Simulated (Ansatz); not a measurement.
**A ladder of methods for SiHCl2O2 (SMILES [O][Si](O)(Cl)Cl)**

The species is SiHCl2O2 (6 atoms), meant as a doublet with charge 0. SMILES: `[O][Si](O)(Cl)Cl`. Geometry: optimised at r2SCAN/def2-SVP. This is one conformer, not always the lowest.

| atom | x (Å) | y (Å) | z (Å) |
| --- | --- | --- | --- |
| O | -1.2311 | 0.1987 | 1.2269 |
| Si | -0.2763 | 0.0338 | -0.1206 |
| O | 1.0718 | -0.8660 | 0.1086 |
| Cl | -1.2241 | -0.7954 | -1.7170 |
| Cl | 0.1009 | 2.0294 | -0.4362 |
| H | 1.6007 | -0.6646 | 0.8921 |

Each level gives the dissociation energy of the Si2–O1 bond into doublet SiHCl2O and triplet O (shapes relaxed at r2SCAN/def2-SVP, no zero-point term) (eV). The values are calculated.

| level | kind | program | value (eV) |
| --- | --- | --- | --- |
| USVWN5/def2-SVP | LDA | Ansatz | 5.85 |
| UBLYP/def2-SVP | GGA | Ansatz | 4.87 |
| U-r2SCAN/def2-SVP | meta-GGA | Ansatz | 4.85 |
| U-wB97M-V/def2-SVP | range-separated hybrid | Ansatz | 4.97 |
| UCAM-B3LYP/def2-SVP | range-separated hybrid | Ansatz | 4.84 |
| UB2PLYP/def2-SVP | double hybrid | Ansatz | 4.64 |
| RPA@PBE/def2-SVP | RPA | Ansatz | 4.12 |
| UMP2/def2-SVP | perturbation theory | Ansatz | 4.53 |

The values span 4.12 to 5.85 eV. Measured bond enthalpies also hold zero-point and thermal terms, a few tenths of an eV less.
